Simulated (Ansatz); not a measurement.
Cost and result for the atomization energy of `OP1[O][GeH2][SiH2]1` (10 atoms, 10 bonds).

Z-matrix (Å, degrees):
```
Ge
Si 1 2.385
P 1 2.856 2 51.6
O 1 1.838 2 82.2 3 12.1
H 1 1.540 2 122.9 3 117.4
H 1 1.539 2 120.5 3 -95.6
H 2 1.486 1 121.6 3 117.4
H 2 1.488 1 111.8 3 -109.9
O 3 1.661 1 91.7 2 -92.0
H 9 0.962 3 110.3 1 -136.0
```

Total charge 0; spin multiplicity 1. Correlated methods include outer-core shells of Ge, which these sets cover unevenly. Scalar relativity is left out up to krypton. The geometry is a stationary point of PBE0-D4/def2-TZVP. It is one conformer, not always the lowest. Program: Ansatz. All runs use 4 threads of an Arm Neoverse V2 on a shared host. Times are those of one run each, without the atoms' runs, and a repeat can differ threefold. Electronic energies, without spin–orbit coupling; frozen cores. CCSD(T)/CBS adds CCSD(T) − MP2 in def2-TZVPP to the MP2 limit, and its time is that of the two runs behind it. T1 = 0.015. With those shells the extrapolation isn't a true limit. B3LYP takes the VWN-RPA correlation (the form of Gaussian; ORCA's B3LYP/G).

CCSD(T)/CBS is a level of theory with its own doubt, some kJ/mol a heavy atom from the limit and from the frozen cores, so smaller differences don't rank the functionals.

```tsv
level	functions	wall time	atomization (kJ/mol)	difference from CCSD(T)/CBS	per bond
revPBE-D4/def2-TZVPP	264	2.6 s	3129.7	-53.5	-5.4
PBE-D4/def2-TZVPP (with forces)	264	3.2 s	3217.8	34.6	3.5
PBE0-D4/def2-TZVPP	264	4.2 s	3135.9	-47.3	-4.7
BHLYP-D4/def2-TZVPP	264	4.5 s	3040.2	-143.0	-14.3
B3LYP-D4/def2-TZVPP (with forces)	264	6.5 s	3154.3	-28.9	-2.9
r2SCANh-D4/def2-TZVPP	264	6.5 s	3145.8	-37.4	-3.7
B2PLYP/def2-TZVPP	264	7.5 s	3112.0	-71.2	-7.1
PBE-QIDH/def2-TZVPP	264	7.5 s	3113.8	-69.4	-6.9
ωB97X-V/def2-TZVPP	264	10 s	3212.0	28.8	2.9
CCSD(T)/def2-SVP	121	11 s	2833.7	-349.5	-34.9
MP2/def2-QZVPP	493	29 s	3183.3	0.1	0.0
CCSD(T)/def2-TZVPP	264	4.6 min	3070.6	-112.6	-11.3
CCSD(T)/CBS(def2)	–	5.1 min	3183.2	0.0	0.0
```

From PBE to PBE0 (25 % exact exchange), in def2-TZVPP and without D4, the atomization energy moves by −77.5 kJ/mol: exact exchange takes away binding that semilocal exchange gives to molecules. At CCSD(T), def2-SVP lies −349.5 kJ/mol from the extrapolated value and def2-TZVPP −112.6 kJ/mol: correlation converges slowly with the basis, and small sets miss more of it in the bonded molecule than in its fragments. Leaving LDA and LC-ωPBE aside and taking each functional with its dispersion term where it has one, the values spread over 177.7 kJ/mol, from BHLYP-D4 to PBE-D4. LDA lies +519.7 kJ/mol from PBE without D4, its usual overbinding.

For some Ge, Se and Sn compounds the MP2-based and the directly extrapolated limit differ by 10 to 25 kJ/mol.
